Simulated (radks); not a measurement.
Problem. Numerical settings for neutral neon, [Ne]. Method: scalar-relativistic Kohn-Sham, r2SCAN, spin-polarised, spherical densities, finite nucleus; meta-GGA in the generalised Kohn-Sham scheme; Fermi nuclear charge, rms radius 3.0055 fm; computed with a radial shooting solver on a logarithmic mesh with Libxc functionals. The defaults (mesh step 0.008 in ln r, mesh end at 40 bohr or more with all orbitals vanishing there, Anderson mixing 0.5 over 9 steps, residual threshold near 1e-9 with the energy settled to 1e-9 hartree or 1e-11 of itself, here a cap of 63 iterations) give E = -129.083 hartree and 2p at -13.968 eV in 14 iterations. Times are rough (one thread of a shared host). One setting is changed at a time: mesh step in ln r 0.02; mesh step in ln r 0.05; mesh step in ln r 0.12; mesh end (bohr) 8; mesh end (bohr) 12; residual threshold 1e-13; residual threshold 0.01; mixing 2.5; linear mixing, mixing 0.8; linear mixing, mixing 0.05; mixing history 20; iteration cap 8. Which runs fail to converge, and which converge to a wrong energy?

Solution. Not converged within the cap: mesh step in ln r 0.12; residual threshold 1e-13; linear mixing, mixing 0.8; linear mixing, mixing 0.05; iteration cap 8. No run marked as converged misses the energy by more than 1 mhartree.
